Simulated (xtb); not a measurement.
CH₇FOSi₂, SMILES O[SiH2][SiH2]CF. All values are semi-empirical tight-binding results from xtb (GFN2-xTB unless named), good for trends rather than for accurate numbers. The structure is a stationary point at GFN2-xTB. The structure was generated by enumeration, and PubChem lists no compound with its InChIKey, so it may never have been made. Other conformers were not sampled.

A frequency run showed that this geometry is not a minimum.

Computed properties:
| Property | Result |
|---|---|
| orbital gap | 4.49 eV |
| dipole moment | 3.96 D |
| static polarisability (D4 model) | 77.2 bohr³ |
| solvation energy, GFN2-xTB/ALPB(water) | -6.2 kcal/mol |
| solvation energy, GFN2-xTB/ALPB(ether) | -7.2 kcal/mol |
